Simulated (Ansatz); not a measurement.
Calculated with Ansatz (gas phase, PBE0-D4/def2-TZVP geometries, no zero-point term in ΔE). CBS: MP2 limit from def2 TZ/QZ plus the TZ coupled-cluster correction, frozen cores. Functionals use def2-TZVPP. Each species was taken in one conformer, which may not be the lowest.

`CN([SiH2]O)[SiH2]Cl` + `CC(O)(F)F` → `COC(C)(F)F` + `O[SiH2]N[SiH2]Cl`  (substitution at a C–N bond)

| level | ΔE (eV) |
| --- | --- |
| PBE0-D4 | 0.16 |
| ωB97X-V | 0.12 |

What does CCSD(T)/CBS give? (Best estimate.)

The calculation gave: +0.13 eV. The listed levels differ from it by 0.03, -0.01 eV.

Largest T1 diagnostic among the species: 0.011.

The D4 term adds +0.08 eV with B3LYP and +0.05 eV with PBE0; it sums over pairs of atoms, weighted by their polarisabilities, and B3LYP, whose exchange is more repulsive, gets the larger term. In def2-TZVPP, CCSD(T) changes the Hartree–Fock value by +0.12 eV (the triples alone add +0.01 eV) and MP2 by +0.16 eV.

B3LYP here is the variant with VWN-RPA as its local correlation; programs differ in this.
